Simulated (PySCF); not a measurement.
C5H12Si.
SMILES with atom numbers: `[CH3:1][C@H:2]1[CH2:3][Si@@H:4]([CH3:5])[CH2:6]1` (hydrogens: H7, H8, H9 on C1; H10 on C2; H11, H12 on C3; H13 on Si4; H14, H15, H16 on C5; H17, H18 on C6)

The same species was optimised twice, with GFN2-xTB and with PBE0-D3(BJ)/def2-SVP (PySCF), and the same property calculations (PySCF, gas phase) were run on both structures.

| coordinate | GFN2-xTB | PBE0-D3(BJ)/def2-SVP | change |
| --- | --- | --- | --- |
| Si4–C5 (Å) | 1.896 | 1.876 | -0.020 |
| Si4–C6 (Å) | 1.911 | 1.895 | -0.016 |
| C3–Si4 (Å) | 1.911 | 1.895 | -0.016 |
| C2–C6 (Å) | 1.545 | 1.556 | +0.011 |
| C2–C3 (Å) | 1.545 | 1.556 | +0.011 |
| C1–C2 (Å) | 1.519 | 1.518 | -0.001 |
| C2–C3–Si4 (°) | 90.9 | 87.1 | -3.8 |
| C2–C6–Si4 (°) | 90.9 | 87.1 | -3.8 |
| C3–Si4–C5 (°) | 118.1 | 120.4 | +2.3 |
| C1–C2–C6 (°) | 114.3 | 116.2 | +1.9 |
| C5–Si4–C6 (°) | 118.3 | 120.2 | +1.9 |
| C3–Si4–C6 (°) | 76.3 | 78.1 | +1.8 |
| C1–C2–C3 (°) | 114.4 | 116.1 | +1.7 |
| C3–C2–C6 (°) | 99.7 | 100.2 | +0.5 |

Rotational constants: A = 5638, B = 1683, C = 1629 MHz (GFN2-xTB) against A = 6392, B = 1649, C = 1538 MHz (PBE0-D3(BJ)/def2-SVP). Point groups within 0.08 Å: Cs and Cs.

On the GFN2-xTB structure: HOMO (eV) -7.65 [PBE0/pcSseg-1]; LUMO (eV) 1.14 [PBE0/pcSseg-1]; dipole (D) 0.45 [PBE0/pcSseg-1]; GIAO shielding of C1 (ppm) 157.0 [PBE0/pcSseg-1]; GIAO shielding of C2 (ppm) 158.2 [PBE0/pcSseg-1]; GIAO shielding of C3/C6 (mean) (ppm) 163.5 [PBE0/pcSseg-1]; GIAO shielding of Si4 (ppm) 370.6 [PBE0/pcSseg-1]; GIAO shielding of C5 (ppm) 187.7 [PBE0/pcSseg-1].

What do these properties become on the PBE0-D3(BJ)/def2-SVP structure?

```csv
property,level,on GFN2-xTB,on PBE0-D3(BJ)/def2-SVP,change
HOMO (eV),PBE0/pcSseg-1,-7.65,-7.61,+0.04
LUMO (eV),PBE0/pcSseg-1,1.14,1.33,+0.19
dipole (D),PBE0/pcSseg-1,0.45,0.54,+0.09
"energy, GFN2-xTB geometry as zero (kcal/mol)",PBE0/pcSseg-1,0.0,-2.4,-2.4
GIAO shielding of C1 (ppm),PBE0/pcSseg-1,157.0,155.2,-1.8
GIAO shielding of C2 (ppm),PBE0/pcSseg-1,158.2,153.8,-4.4
GIAO shielding of C3/C6 (mean) (ppm),PBE0/pcSseg-1,163.5,161.8,-1.7
GIAO shielding of Si4 (ppm),PBE0/pcSseg-1,370.6,367.8,-2.8
GIAO shielding of C5 (ppm),PBE0/pcSseg-1,187.7,185.0,-2.7
```

The heavy atoms differ by 0.184 Å rms after alignment. Among bonds between heavy atoms Si4–C5 changes most (-0.020 Å). Changes are differences of the printed values. Neither structure is proved a minimum here.
